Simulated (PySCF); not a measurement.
Assignment exercise: C3H15N3Si3

Atoms are numbered as in `[NH2:1][Si:2]1([NH2:3])[CH2:4][CH2:5][C@@H:6]1[N:7]([SiH3:8])[SiH3:9]` (H(Xn): hydrogen on atom n). Ha(C4), Ha(C5) are cis to N7 on the ring; Hb(C4), Hb(C5) are trans to N7 on the ring.

- σ from GIAO-PBE0/pcSseg-1
- geometry: GFN2-xTB
- run in PySCF 2.14.0 with density-fitted response routines
- single conformer, in vacuum, non-relativistic, one averaged value for each set of equivalent atoms

Referencing at the same level of theory: 13C (σref 186.93), 1H (σref 31.72) vs TMS.

**Question.** Assign these signals to the numbered atoms. 13C{1H} NMR (computed): δ 64.7 (CH), 26.0 (CH2), 19.5 (CH2).

**Answer.** 
64.7 → C6, sp3 CH bonded to N and Si: the inductive effect lowers its shielding
26.0 → C5, sp3 CH2 in a ring: a saturated carbon with 2 carbon neighbours and no heteroatom attached
19.5 → C4, sp3 CH2 bonded to Si

**Question.** Assign these signals to the numbered atoms. 1H NMR (400 MHz, computed): δ 4.78 (s, 6H), 3.30 (m, 1H), 2.46 (m, 1H), 1.36 (m, 1H), 1.32 (m, 1H), 1.13 (m, 1H), 0.77 (br s, 2H), 0.73 (br s, 2H).

**Answer.** 
| δ (ppm) | atoms | environment | reason |
| --- | --- | --- | --- |
| 4.78 | H(Si8)/H(Si9) | hydrogen on a silicon bonded to N | – |
| 3.30 | H(C6) | hydrogen on an sp3 CH bonded to N and Si | its carbon carries N, which withdraws density |
| 2.46 | Hb(C5) | hydrogen on an sp3 CH2 in a ring | – |
| 1.36 | Ha(C5) | hydrogen on an sp3 CH2 in a ring | – |
| 1.32 | Ha(C4) | hydrogen on an sp3 CH2 bonded to Si | – |
| 1.13 | Hb(C4) | hydrogen on an sp3 CH2 bonded to Si | – |
| 0.77 | H(N3) | hydrogen on a nitrogen bonded to Si | exchangeable; this is the value without hydrogen bonding to other molecules |
| 0.73 | H(N1) | hydrogen on a nitrogen bonded to Si | – |

Ha(C5) and Ha(C4); H(N3) and H(N1) lie closer than the usual error of such a calculation, so a measured spectrum could show them in the other order.

Exchangeable OH/NH protons stand at their gas-phase positions; hydrogen bonding in a real sample shifts them, mostly to higher δ. Shifts are as computed. Against solution values, carbons near 30 ppm lie about +3 ppm off and those near 130 ppm about +5 ppm. Of 1211 compounds with measured shifts, 218 miss one by over three times the rms of a fit or turn the order of signals round; such compounds aren't used in these exercises. Multiplicities follow the n + 1 count of equivalent neighbours, as no J values were calculated; m marks all less simple cases, F and P coupling included.
